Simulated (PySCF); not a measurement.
Bond curve of SrSn⁺

Set-up: Sr def2-SVP with ECP28, Sn def2-SVP with ECP28; scalar-relativistic core potentials (PySCF 2.14). Energies in eV from Sr⁺ + Sn in their ground configurations at the same level. State: ⁴Σ⁻ (quartet), unpaired electrons σ ↑, π ↑↑.

All columns are ωB97X. A positive dipole points towards Sn; it is taken about the centre of mass and depends on that origin.

```json
{"R (Å)": "2.617", "E (eV)": "-0.468", "μ (D)": "-9.70", "Mulliken charge on Sr (basis-dependent)": "0.95", "HOMO (eV)": "-11.24", "LUMO (eV)": "-5.09", "Mayer bond order": "1.49", "⟨S²⟩": "3.75"}
{"R (Å)": "2.739", "E (eV)": "-0.845", "μ (D)": "-10.29", "Mulliken charge on Sr (basis-dependent)": "0.97", "HOMO (eV)": "-10.97", "LUMO (eV)": "-5.08", "Mayer bond order": "1.45", "⟨S²⟩": "3.75"}
{"R (Å)": "2.860", "E (eV)": "-1.042", "μ (D)": "-10.87", "Mulliken charge on Sr (basis-dependent)": "1.00", "HOMO (eV)": "-10.73", "LUMO (eV)": "-5.15", "Mayer bond order": "1.41", "⟨S²⟩": "3.75"}
{"R (Å)": "2.952", "E (eV)": "-1.103", "μ (D)": "-11.30", "Mulliken charge on Sr (basis-dependent)": "1.02", "HOMO (eV)": "-10.56", "LUMO (eV)": "-5.19", "Mayer bond order": "1.38", "⟨S²⟩": "3.75"}
{"R (Å)": "3.043", "E (eV)": "-1.109", "μ (D)": "-11.73", "Mulliken charge on Sr (basis-dependent)": "1.03", "HOMO (eV)": "-10.40", "LUMO (eV)": "-5.23", "Mayer bond order": "1.35", "⟨S²⟩": "3.75"}
{"R (Å)": "3.134", "E (eV)": "-1.074", "μ (D)": "-12.13", "Mulliken charge on Sr (basis-dependent)": "1.04", "HOMO (eV)": "-10.26", "LUMO (eV)": "-5.27", "Mayer bond order": "1.33", "⟨S²⟩": "3.75"}
{"R (Å)": "3.256", "E (eV)": "-0.980", "μ (D)": "-12.65", "Mulliken charge on Sr (basis-dependent)": "1.06", "HOMO (eV)": "-10.09", "LUMO (eV)": "-5.32", "Mayer bond order": "1.29", "⟨S²⟩": "3.75"}
{"R (Å)": "3.408", "E (eV)": "-0.817", "μ (D)": "-13.20", "Mulliken charge on Sr (basis-dependent)": "1.07", "HOMO (eV)": "-9.91", "LUMO (eV)": "-5.38", "Mayer bond order": "1.22", "⟨S²⟩": "3.75"}
{"R (Å)": "3.591", "E (eV)": "-0.594", "μ (D)": "-13.58", "Mulliken charge on Sr (basis-dependent)": "1.07", "HOMO (eV)": "-9.77", "LUMO (eV)": "-5.47", "Mayer bond order": "1.11", "⟨S²⟩": "3.75"}
{"R (Å)": "3.834", "E (eV)": "-0.325", "μ (D)": "-13.11", "Mulliken charge on Sr (basis-dependent)": "1.04", "HOMO (eV)": "-9.80", "LUMO (eV)": "-5.65", "Mayer bond order": "0.82", "⟨S²⟩": "3.75"}
```

A fit through these points gives, at Re = 3.008 Å, μ = -11.57 D and dμ/dR = -4.61 D/Å; the reduced mass is 50.72 u.

Task: How strong is the fundamental in the double-harmonic approximation, I = 42.26·(dμ/dR)²/μred km/mol?

Result: I = 42.26·(-4.61)²/50.72 = 17.7 km/mol at ωB97X.

Spin–orbit coupling is left out, which matters for elements this heavy, above all for dissociation energies. For an ion De counts to the pair picked by the measured ionisation energies or electron affinities, which need not be the lowest pair at this level. The state is the lowest determinant that a PBE0 search found; another state may lie lower at other levels.
